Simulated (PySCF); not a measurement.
Problem. Give a PBE0-D3(BJ)/def2-SVP geometry of `C=C(C=O)[SiH2]Cl`.

Solution. 
Z-matrix in Å and degrees, rows numbered from 1:
```
C 
C   1  1.3414
C   2  1.4737  1  120.29
O   3  1.2085  2  122.36  1   179.24
Si  2  1.8824  1  125.42  3   179.80
Cl  5  2.0781  2  106.56  1     1.37
H   1  1.0973  2  120.93  3     0.14
H   1  1.0945  2  121.72  3  -179.89
H   3  1.1204  2  116.41  1    -0.97
H   5  1.4855  2  111.51  1  -116.25
H   5  1.4855  2  111.19  1   118.88
```

The 6 heavy atoms lie in one plane (0.009 Å rms). Si5 (chlorine-bound silicon) is tetrahedral (angles from 106.6° to 111.5°). The C–C distances run from 1.341 Å (C1=C2, drawn double) to 1.474 Å (C2–C3, drawn single), a spread of 0.133 Å. Of the pairs four or more bonds apart, Cl6···H8 is among the closest relative to their van der Waals radii: 2.83 Å, 96 % of the sum of Bondi's values.

Method used: PBE0-D3(BJ)/def2-SVP geometry optimisation, gas phase (PySCF 2.14.0).

PBE0-D3(BJ)/def2-SVP frequencies: not computed here. One conformer, not necessarily the lowest (C1–C2–C3–O4 179°, C1–C2–Si5–Cl6 1°).
